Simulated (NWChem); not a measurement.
A series in which one site is exchanged, each optimised at PBE0/def2-SVP with NWChem, gas phase unless a solvent is named. Some are not confirmed as minima by frequencies. def2 effective core potentials on Bi; no spin-orbit coupling.

A: [BiH2][Cl] (BiH₂Cl; site = Cl)
B: [Br][BiH2] (BiH₂Br; site = Br)
C: [BiH3] (BiH$_{3}$; site = H)
D: [BiH2][F] (BiH2F; site = F)

| quantity | A | B | C | D |
|---|---|---|---|---|
| orbital gap (eV), PBE0/def2-SVP | 5.88 | 5.48 | (withheld) | 6.43 |
| vertical ionisation energy, ΔSCF, PBE/def2-SVP (eV) | 9.62 | 9.38 | (withheld) | 10.00 |
| lowest singlet excitation, PBE/def2-SVPD, TDA (eV) | 4.19 | 3.82 | (withheld) | 4.70 |

Fill in the missing entries.


- orbital gap (eV), PBE0/def2-SVP, C: 7.66
- vertical ionisation energy, ΔSCF, PBE/def2-SVP (eV), C: 9.94
- lowest singlet excitation, PBE/def2-SVPD, TDA (eV), C: 6.01
